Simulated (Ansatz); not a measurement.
Task: Name a neutral molecule of Cl, F, In with HOMO energy (PBE0/def2-TZVPP) between -10.20 and -9.90 eV and LUMO energy (PBE/def2-TZVPP) between -4.20 and -3.90 eV (Ansatz, PBE0-D4/def2-TZVP geometry).

Result: `[F][In]([F])[Cl]` (-9.90 eV, -4.10 eV). Other molecules can fit too; these were computed, each in one conformer that needn't be the lowest.
